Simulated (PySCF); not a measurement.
BaF (SMILES [F][Ba]), doublet, at a GFN2-xTB geometry (such geometries of metal compounds can be far from the true shape) (the spin is typed, not shown lowest) (core potentials on Ba). Base run: PBE0/def2-SV(P) (PySCF).

The PySCF input:
```python
from pyscf import gto, scf, dft

mol = gto.Mole()
mol.atom = '''
    Ba   -0.000000   -0.000000   -0.274013
    F     0.000000    0.000000    1.704968
'''
mol.basis = 'def2-sv(p)'
mol.ecp = {'Ba': 'def2-sv(p)'}
mol.charge = 0
mol.spin = 1
mol.verbose = 4
mol.build()

mf = dft.UKS(mol)
mf.xc = 'pbe0'
mf.kernel()
```

Variants of this job, named by their change:

| change | ΔE vs base (µEh) | dipole (D) | outcome |
|---|---|---|---|
| base | 0.0 | 1.64 | converged |
| auxbasis = autoaux | -20.1 | 1.64 | converged |
| auxbasis = cc-pvtz-jkfit | - | - | input refused |
| auxbasis = def2-svp-ri | - | - | input refused |
| auxbasis = def2-tzvp-ri | - | - | input refused |
| auxbasis = even-tempered beta=1.6 | -27.6 | 1.64 | converged |
| only_dfj = on; auxbasis = def2-universal-jfit | -117 | 1.64 | converged |
| auxbasis = cc-pvdz-jkfit | - | - | input refused |
| auxbasis = cc-pvqz-jkfit | - | - | input refused |
| auxbasis = even-tempered beta=2.0 | -1001 | 1.64 | converged |

A fitting set is made for a task (jfit for Coulomb, jkfit for Coulomb and exchange, ri for correlation) and for a family of orbital bases.

Open shells are given as the SCF converged; they aren't shown to be the lowest states, and a large step between rows can be another state.

- auxbasis = cc-pvtz-jkfit: ended with `pyscf.lib.exceptions.BasisNotFoundError: Basis set not found for Ba in cc-pvtz-jkfit`
- auxbasis = def2-svp-ri: ended with `pyscf.lib.exceptions.BasisNotFoundError: Basis set not found for Ba in def2-svp-ri`
- auxbasis = def2-tzvp-ri: ended with `pyscf.lib.exceptions.BasisNotFoundError: Basis set not found for Ba in def2-tzvp-ri`
